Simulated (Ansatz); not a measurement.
Stepwise reaction of `[SiH3][SiH2][SnH3]` with hydrogen, as a gas-phase model of exchange steps in deposition or etching. ΔE in kJ/mol; ΔG adds harmonic PBE0-D4 terms to CCSD(T)/CBS, at 1 bar.

Isolated molecules relaxed with PBE0-D4/def2-TZVP in Ansatz; ΔE leaves out vibrations. CCSD(T)/CBS is the MP2 limit (def2-TZVPP, def2-QZVPP) plus CCSD(T) − MP2 in def2-TZVPP, frozen cores. This one scheme is used for every species. DFT in def2-TZVPP. B3LYP here is the variant with VWN-RPA as its local correlation; programs differ in this. def2 core potentials past Kr. For Sn outer-core shells are correlated without core-valence functions, which leaves a few kJ/mol of doubt a bond.

```json
{"step": "1", "reaction": "`[SiH3][SiH2][SnH3]` + H₂ → `[SiH3][SnH3]` + SiH₄", "PBE-D4": "2.6", "B3LYP-D4": "-12.3", "ωB97M-V": "-16.7", "CCSD(T)/CBS": "-9.7", "ΔG(600 K)": "-2.2"}
```

(1) Give the row of step 2, `[SiH3][SnH3]` + H₂ → `[SnH4]` + SiH₄. (An estimate is asked.)

(2) By hand: ΔE of the 2 steps together at CCSD(T)/CBS.

Answers

(1) Computed: 
| step | reaction | PBE-D4 | B3LYP-D4 | ωB97M-V | CCSD(T)/CBS | ΔG(600 K) |
| --- | --- | --- | --- | --- | --- | --- |
| 2 | `[SiH3][SnH3]` + H₂ → `[SnH4]` + SiH₄ | 16.9 | 6.0 | 3.3 | 11.6 | 19.5 |

(2) (-9.7) + (11.6) = 1.9 kJ/mol, or 1.0 kJ/mol a step.

In ΔE each step is higher than the one before. ΔG lies between -2.2 and 19.5 kJ/mol a step. PBE-D4 differs from CCSD(T)/CBS by 5.3 to 12.3 kJ/mol a step. Isolated molecules leave out the surface, adducts and barriers. Largest T1 diagnostic: 0.014.
